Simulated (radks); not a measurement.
Problem. The table gives one normalised radial function P(r) = r R(r) of Li in [He] 2s1 (r in bohr). All-electron calculation, scalar-relativistic Kohn-Sham, Slater X-alpha with alpha = 0.687, spin-unpolarised, spherical densities, finite nucleus; Fermi nuclear charge, rms radius 2.444 fm; without spin polarisation the odd electron is poorly described. Program: a radial shooting solver on a logarithmic mesh with Libxc functionals.

r	P
0.0354	0.0502
0.03928	0.0551
0.04394	0.0608
0.04875	0.0664
0.05453	0.0730
0.06051	0.0795
0.06714	0.0865
0.0751	0.0944
0.08333	0.1022
0.0932	0.1109
0.1034	0.1192
0.1148	0.1277
0.1284	0.1369
0.1424	0.1454
0.1593	0.1543
0.1768	0.1620
0.1961	0.1691
0.2194	0.1755
0.2434	0.1802
0.2723	0.1833
0.3021	0.1840
0.3379	0.1820
0.3749	0.1771
0.416	0.1689
0.4653	0.1558
0.5163	0.1394
0.5775	0.1167
0.6408	0.0909
0.7111	0.0603
0.7954	0.0222
0.8825	-0.0177
0.9871	-0.0652
1.095	-0.1126
1.225	-0.1664
1.359	-0.2176
1.508	-0.2689
1.687	-0.3228
1.872	-0.3698
2.094	-0.4153
2.323	-0.4509
2.578	-0.4782
2.884	-0.4965
3.2	-0.5017
3.579	-0.4938
3.971	-0.4739
4.406	-0.4428
4.928	-0.3985
5.469	-0.3500
6.117	-0.2932
6.787	-0.2396
7.592	-0.1846
8.424	-0.1387
9.347	-0.0996
10.45	-0.0660
11.6	-0.0426
12.98	-0.0250
14.4	-0.0142

Which n and l does it have? It may be an empty orbital.

Solution. n = 2, l = 0: the number of nodes gives n - l - 1 = 1, the rise at small r (about r^(l+1)) gives l, and the extent must fit the shell. The curve is that of 2s. 2s: eigenvalue -2.224 eV, 1 radial node at r = 0.844 bohr, <r> = 4.09 bohr, 90 % of the charge inside 6.53 bohr.
